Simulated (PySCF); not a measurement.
Computed shifts of a molecule C₅H₈O, PBE0/pcSseg-1 in PySCF, GIAO, gas phase, equivalent atoms averaged, in ppm (number of nuclei): ¹³C: 204.9 (1), 147.1 (1), 126.6 (1), 60.8 (1), 26.5 (1). ¹H: 9.76 (1), 5.73 (1), 5.63 (1), 3.35 (1), 3.00 (1), 2.02 (3). References: ¹³C against TMS (σ = 186.3 ppm); ¹⁷O against H2O (σ = 334.2 ppm); ¹H against TMS (σ = 31.56 ppm), references at their B3LYP-D3(BJ)/def2-TZVP geometries, non-relativistic. Geometry optimised at ωB97X-D3(BJ)/def2-SVP. One conformer was computed; it need not be the lowest.

Identify the compound among the candidates.
A) CCC1=COC1
B) C=C(C)CC=O
C) C=C=C(C)OC
D) CC(=O)C1CC1

B, C=C(C)CC=O
